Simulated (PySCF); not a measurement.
Run record: geometry optimisation, `[CH3][Sb]([CH3])[SiH3]` (SbMe2(SiH3)).

Method: PBE0-D3(BJ)/def2-SVP geometry optimisation, gas phase, def2 core potentials past Kr (PySCF 2.14.0). Start geometry: GFN2-xTB. A driver script takes a list of jobs; this job's settings line and coordinates (Å) are shown.

Input:
```
{"job": {"xc": "PBE0", "basis": "def2-SVP", "d3": "d3bj", "grid": 1, "maxiter": 30, "shake": 0.03, "kind": "geom"}, "charge": 0, "multiplicity": 1}
Sb     0.157460     0.070220     1.314520
C      1.871480     0.110050     0.080330
H      2.430370     0.991770     0.276010
H      1.733280     0.130740    -0.977770
H      2.467040    -0.780200     0.277870
C     -0.852360     1.707690     0.102710
H     -1.867320     1.750660     0.350430
H     -0.681510     1.493060    -0.962260
H     -0.386730     2.667990     0.380920
Si    -1.013440    -1.752660     0.004760
H     -0.907200    -1.636490    -1.454120
H     -2.416780    -1.806270     0.301560
H     -0.503670    -2.998690     0.327240
```

Output:
```
step   0  E = -610.98458771  max force = 0.047394
step   1  E = -611.00015731  max force = 0.004377
step   2  E = -611.00076449  max force = 0.003420
step   3  E = -611.00092045  max force = 0.001315
step   4  E = -611.00094234  max force = 0.000505
step   5  E = -611.00094774  max force = 0.000366
optimisation converged
```

Energies in Eh; «max force» is the largest Cartesian gradient component in Eh/bohr.

Task: Give the first gradient maximum in eV/Å.

Result: With 1 Eh/bohr = 51.422 eV/Å, 2.437 eV/Å.

Task: How much energy does the optimisation release, in eV?

Result: E(step 0) − E(last step) = 0.016360 Eh, which is 0.445 eV.

In short: final energy -611.00095 Eh after 5 steps; dipole 0.96 D.

Task: Give the final coordinates.

Result: 0.076 Å rms from the input after alignment:
```
atom  x, y, z in Å
Sb1    0.1338    0.1611    1.3060
C2     1.9204    0.0914    0.0562
H3     2.5207    0.9912    0.2514
H4     1.6495    0.0552   -1.0079
H5     2.5182   -0.7941    0.3141
C6    -0.8551    1.6948    0.1134
H7    -1.9227    1.7317    0.3723
H8    -0.7476    1.4885   -0.9609
H9    -0.4026    2.6697    0.3447
Si10  -1.0163   -1.7453    0.0079
H11   -0.8461   -1.5542   -1.4695
H12   -2.4815   -1.7674    0.3139
H13   -0.4401   -3.0748    0.3805
```

Task: Estimate the wall time. Hardware: an Arm Neoverse V2 with one thread, no GPU, shared host with 96 logical CPUs at a one-minute load of 67. And the peak memory of the process?

Result: About 36 s, with 0.47 GiB resident at the peak, the Python interpreter and its libraries included.
Labels such as C1 count atoms from 1, the log's own numbers from 0.
